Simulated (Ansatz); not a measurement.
Isomers of Sn$_{4}$H$_{2}$ (singlet), relaxed with PBE0-D4/def2-SVP; total energies from Ansatz at PBE-QIDH/def2-TZVP.

```
isomer                                                                  description  energy (Eh)
     A  point group not assigned; 5 × Sn–Sn 2.86 to 3.01 Å; 2 × H–Sn 1.83 to 1.91 Å   -857.70731
     B            point group Cs; 5 × Sn–Sn 2.87 to 3.02 Å; 2 × H–Sn 1.78 to 1.99 Å   -857.70825
     C  point group not assigned; 5 × Sn–Sn 2.86 to 3.04 Å; 2 × H–Sn 1.78 to 1.95 Å   -857.70695
     D            point group Cs; 5 × Sn–Sn 2.78 to 3.25 Å; 2 × H–Sn 1.72 to 2.02 Å   -857.70562
```

In the def2 sets Sn takes a core potential; there is no spin–orbit coupling. Correlated methods freeze 16 core orbitals; core or outer-core shells of Sn are correlated, in sets that lack core-valence functions.

The isomers come from a short search, and lower ones may exist.

Q: Work out the relative energies (1 Eh = 2625.5 kJ/mol) and the Boltzmann populations at 298 K from electronic energies alone (R = 8.314 J/mol/K).

A: ΔE: A 2.5, B 0.0, C 3.4, D 6.9 kJ/mol. RT = 2.48 kJ/mol. Factors exp(−ΔE/RT): A 0.365, B 1, C 0.254, D 0.0619; sum 1.681. Populations: A 21.7 %, B 59.5 %, C 15.1 %, D 3.7 %. Zero-point energy, vibrational entropy and symmetry numbers are left out and can shift these; an error of 4 kJ/mol changes a ratio by a factor of 5.0. Over the other density-functional and correlated levels in def2 sets, the gap between B and A ranges from -2 to 4 kJ/mol.
